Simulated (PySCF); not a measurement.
## Working with the constants of GeH⁺

RHF-CCSD(T) constants of GeH⁺, ¹Σ⁺ (singlet), closed shell (PySCF, scalar-relativistic core potentials, basis sets Ge cc-pVDZ-PP with ECP10, H cc-pVDZ; masses 73.9212 and 1.0078 u):

| Property | Result |
| --- | --- |
| ωe | 2006.6 cm⁻¹ |
| ωexe | 31.5 cm⁻¹ |
| Be | 6.7587 cm⁻¹ |
| αe | 0.167 cm⁻¹ |
| D (centrifugal) | 0.000307 cm⁻¹ |
| De to Ge⁺ + H | 2.92 eV |

Problem. Give the band origin of the fundamental and the first lines of its P and R branches.

Solution. ν0 = ωe − 2ωexe = 1943.6 cm⁻¹, B0 = 6.6752, B1 = 6.5082 cm⁻¹.

| J″ | P(J″) − ν0 | R(J″) − ν0 |
| --- | --- | --- |
| 0 |  | 13.015 |
| 1 | -13.349 | 25.689 |
| 2 | -27.025 | 38.014 |
| 3 | -41.020 | 49.983 |
| 4 | -55.327 | 61.589 |
| 5 | -69.939 | 72.823 |
| 6 | -84.847 | 83.680 |

Problem. Near which J would the R branch turn back, without centrifugal distortion?

Solution. At J ≈ (B0 + B1)/(2(B0 − B1)) − 1 ≈ 38.

Correlated steps freeze 4 core orbitals. Correlated levels converge slowly with the basis: in double zeta they bind strong bonds too weakly, by up to about 1 eV, and carry superposition errors of some tenths. For an ion De counts to the pair picked by the measured ionisation energies or electron affinities, which need not be the lowest pair at this level. Where the molecule has an RHF reference, its open-shell atoms are computed with UHF.
